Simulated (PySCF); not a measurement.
methyl chloride (CH$_{3}$Cl), singlet, geometry from GFN2-xTB; PBE0/6-31G* in PySCF.

The PySCF input:
```python
from pyscf import gto, scf, dft

mol = gto.Mole()
mol.atom = '''
    C    -0.00149191    0.04693566   -1.12182869
    Cl    0.00086957   -0.02735682    0.65386656
    H    -0.03217621    1.09066645   -1.41847283
    H     0.90554001   -0.42739850   -1.48323349
    H    -0.87919504   -0.47981606   -1.48305307
'''
mol.basis = '6-31g*'
mol.verbose = 4
mol.build()

mf = dft.RKS(mol)
mf.xc = 'pbe0'
mf = mf.newton()
mf.kernel()
```

The log (banner, timings and long lists left out):

```
PySCF version 2.14.0

[INPUT] verbose = 4
[INPUT] num. atoms = 5
[INPUT] num. electrons = 26
[INPUT] charge = 0
[INPUT] spin (= nelec alpha-beta = 2S) = 0
[INPUT] symmetry False subgroup None
[INPUT] Mole.unit = angstrom
[INPUT] Symbol           X                Y                Z      unit          X                Y                Z       unit  Magmom
[INPUT]  1 C     -0.001491910000   0.046935660000  -1.121828690000 AA   -0.002819301302   0.088695542876  -2.119948982780 Bohr   0.0
[INPUT]  2 Cl     0.000869570000  -0.027356820000   0.653866560000 AA    0.001643249146  -0.051696897439   1.235628720411 Bohr   0.0
[INPUT]  3 H     -0.032176210000   1.090666450000  -1.418472830000 AA   -0.060804224626   2.061060883752  -2.680525163837 Bohr   0.0
[INPUT]  4 H      0.905540010000  -0.427398500000  -1.483233490000 AA    1.711222613736  -0.807666111050  -2.802905074883 Bohr   0.0
[INPUT]  5 H     -0.879195040000  -0.479816060000  -1.483053070000 AA   -1.661437835676  -0.906720943568  -2.802564130495 Bohr   0.0

nuclear repulsion = 51.4948651614618
number of shells = 20
number of NR pGTOs = 90
number of NR cGTOs = 38
basis = 6-31g*
ecp = {}

******** <class 'pyscf.soscf.newton_ah.SecondOrderRKS'> ********
method = SecondOrderRKS
initial guess = minao
damping factor = 0
level_shift factor = 0
DIIS = <class 'pyscf.scf.diis.CDIIS'>
diis_start_cycle = 1
diis_space = 8
diis_damp = 0
SCF conv_tol = 1e-09
SCF conv_tol_grad = None
SCF max_cycles = 50
direct_scf = True
direct_scf_tol = 1e-13
XC library pyscf.dft.libxc version 7.1.2
    S. Lehtola, C. Steigemann, M. J. T. Oliveira, and M. A. L. Marques,  SoftwareX 7, 1–5 (2018)
XC functionals = pbe0
    C. Adamo and V. Barone,  J. Chem. Phys. 110, 6158 (1999)
    M. Ernzerhof and G. E. Scuseria,  J. Chem. Phys. 110, 5029 (1999)
radial grids:
    Treutler-Ahlrichs [JCP 102, 346 (1995); DOI:10.1063/1.469408] (M4) radial grids

becke partition: Becke, JCP 88, 2547 (1988); DOI:10.1063/1.454033
pruning grids: <function nwchem_prune>
grids dens level: 3
symmetrized grids: False
atomic radii adjust function: <function treutler_atomic_radii_adjust>
small_rho_cutoff = 0
******** <class 'pyscf.dft.rks.RKS'> Newton solver flags ********
SCF tol = 1e-09
conv_tol_grad = None
max. SCF cycles = 50
direct_scf = True
direct_scf_tol = 1e-13
max_cycle_inner = 12
max_stepsize = 0.05
ah_start_tol = 1e+09
ah_level_shift = 0
ah_conv_tol = 1e-12
ah_lindep = 1e-14
ah_start_cycle = 1
ah_max_cycle = 40
ah_grad_trust_region = 2.5
kf_interval = 4
kf_trust_region = 5
canonicalization = True
Set conv_tol_grad to 3.16228e-05
Initial guess from minao.
tot grids = 62424
  HOMO = -0.34882133591337  LUMO = -0.0248982152580286  gap/eV = 8.81440
Initial guess E= -499.874468800137  |g|= 0.170744
macro= 0  E= -499.884527178179  delta_E= -0.0100584  |g|= 0.00671151  3 KF 9 JK
macro= 1  E= -499.884527222826  delta_E= -4.46468e-08  |g|= 3.02515e-05  2 KF 6 JK
macro= 2  E= -499.884527222826  delta_E= -2.27374e-13  |g|= 4.25478e-06  1 KF 2 JK
Canonicalize SCF orbitals
macro X = 3  E=-499.884527222826  |g|= 4.25478e-06  total 7 KF 21 JK
converged SCF energy = -499.884527222826
```
